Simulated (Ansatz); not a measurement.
Conformers of C4H4BrF (SMILES FC=C=CCBr), B3LYP-D3(BJ)/def2-TZVP minima from an xTB search, which can miss the lowest.
Conformer 1 (charge 0, multiplicity 1):
```xyz
10

F     -3.01003     0.62475     0.20227
C     -2.07900    -0.20795    -0.32196
C     -0.86562    -0.27031     0.13489
C      0.36536    -0.35489     0.55479
C      1.46656     0.49558     0.02800
Br     2.81338    -0.62234    -0.90971
H     -2.46464    -0.79879    -1.14221
H      0.62856    -1.06923     1.33023
H      2.02529     0.98201     0.82251
H      1.12016     1.22118    -0.69880
```
Conformer 2 (charge 0, multiplicity 1):
```xyz
10

F      2.777    -0.246     1.188
C      2.112     0.163     0.082
C      0.885    -0.184    -0.160
C     -0.348    -0.500    -0.440
C     -1.518     0.316    -0.013
Br    -2.664    -0.715     1.236
H      2.718     0.794    -0.556
H     -0.564    -1.400    -1.010
H     -2.174     0.557    -0.845
H     -1.225     1.215     0.518
```

Frozen-core correlation. Filled d and f shells under p-block atoms count as core. MP2 and its Hartree–Fock in cc-pVQZ are density fitted.

Run with Ansatz (a first-principles code) with Gaussian orbitals. Values without a source in brackets are computed.

The energy of conformer 2 above conformer 1 is E(conformer 2) − E(conformer 1). Total energies (hartree):

```json
[
 {"level": "HF/cc-pVTZ", "conformer 2": "-2825.7146817", "conformer 1": "-2825.7151618"},
 {"level": "MP2/cc-pVTZ", "conformer 2": "-2826.7573936", "conformer 1": "-2826.7577851"},
 {"level": "HF/cc-pVQZ", "conformer 2": "-2825.7356007", "conformer 1": "-2825.7360500"},
 {"level": "MP2/cc-pVQZ", "conformer 2": "-2826.8594884", "conformer 1": "-2826.8598827"},
 {"level": "CCSD(T)/cc-pVTZ", "conformer 2": "-2826.8439359", "conformer 1": "-2826.8443281"}
]
```

Work out the energy of conformer 2 above conformer 1 at the basis-set limit: extrapolate the MP2 correlation part as X⁻³, take Hartree–Fock from the larger set, and add the CCSD(T) − MP2 difference of cc-pVTZ.


1. Differences (1 hartree = 627.509 kcal/mol): HF/cc-pVTZ 0.301; MP2/cc-pVTZ 0.246; HF/cc-pVQZ 0.282; MP2/cc-pVQZ 0.247; CCSD(T)/cc-pVTZ 0.246.
2. Correlation parts, MP2 less HF: -0.056 in cc-pVTZ (X = 3), -0.034 in cc-pVQZ (X = 4).
3. Limit (4³·(-0.034) − 3³·(-0.056))/(4³ − 3³) = -0.019; with HF/cc-pVQZ it gives 0.263.
4. CCSD(T) less MP2 in cc-pVTZ: 0.001.
Result: 0.26 kcal/mol, against 0.25 at MP2/cc-pVTZ. It is an estimate of this method's limit, not of the exact value.
